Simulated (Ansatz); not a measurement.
Consider the ligand exchange at a Zr–C bond: `[OH][Zr]([OH])([Cl])[c]1ccccc1` + HCl → `[OH][Zr]([OH])([Cl])[Cl]` + benzene.

Isolated molecules relaxed with PBE0-D4/def2-TZVP in Ansatz; ΔE leaves out vibrations. CCSD(T)/CBS is the MP2 limit (def2-TZVPP, def2-QZVPP) plus CCSD(T) − MP2 in def2-TZVPP, frozen cores. This one scheme is used for every species. Functionals use def2-TZVPP. B3LYP here is the variant with VWN-RPA as its local correlation; programs differ in this. HSE06 is defined as in plane-wave codes. def2 core potentials past Kr. For Zr outer-core shells are correlated without core-valence functions, which leaves a few kJ/mol of doubt a bond. Each species was taken in one conformer, which may not be the lowest.

`[OH][Zr]([OH])([Cl])[c]1ccccc1`:

Cartesian coordinates in Å:
```
O -0.966 3.142 -0.447
Zr -0.133 2.084 0.906
O 1.677 2.557 1.287
Cl -1.445 2.018 2.881
C -0.046 0.036 0.082
C -1.019 -0.431 -0.811
C -1.014 -1.741 -1.267
C -0.028 -2.618 -0.838
C 0.951 -2.182 0.044
C 0.939 -0.870 0.495
H -1.243 3.861 -1.008
H 2.482 3.045 1.431
H -1.799 0.239 -1.164
H -1.778 -2.080 -1.958
H -0.020 -3.642 -1.194
H 1.724 -2.866 0.378
H 1.719 -0.551 1.181
```

HCl:

Cartesian coordinates in Å:
```
Cl 0.442 -0.451 -0.103
H -0.442 0.451 0.103
```

`[OH][Zr]([OH])([Cl])[Cl]`:

```xyz
7

O    -0.770    1.244   -0.851
Zr    0.042    0.082    0.406
O     0.638   -1.505   -0.438
Cl    1.892    1.175    1.376
Cl   -1.540   -0.478    2.063
H    -1.149    1.731   -1.576
H     0.887   -2.249   -0.980
```

`c1ccccc1`:

Cartesian coordinates in Å:
```
C -0.725 -0.405 -1.111
C 0.170 0.651 -1.214
C 0.895 1.055 -0.102
C 0.725 0.405 1.111
C -0.170 -0.651 1.214
C -0.895 -1.055 0.103
H -1.292 -0.721 -1.980
H 0.302 1.159 -2.162
H 1.594 1.880 -0.183
H 1.292 0.721 1.980
H -0.302 -1.159 2.162
H -1.594 -1.880 0.182
```

```csv
level,ΔE (eV)
LDA (SPW92),-2.11
B3LYP-D4,-2.10
HSE06-D4,-2.10
revPBE,-2.13
BLYP,-2.18
r2SCAN,-2.19
BHLYP,-2.28
SCS-MP2/def2-TZVPP,-2.03
```

(1) What does CCSD(T)/CBS give? (Estimate.)

Largest T1 diagnostic among the species: 0.016.

Results:

(1) The calculation gave: -2.06 eV. The listed levels differ from it by -0.05, -0.04, -0.04, -0.07, -0.12, -0.13, -0.22, 0.03 eV.

The D4 term adds +0.12 eV with B3LYP and +0.07 eV with PBE0; it sums over pairs of atoms, weighted by their polarisabilities, and B3LYP, whose exchange is more repulsive, gets the larger term. At CCSD(T), def2-SVP lies +0.05 eV from the extrapolated value and def2-TZVPP +0.05 eV.
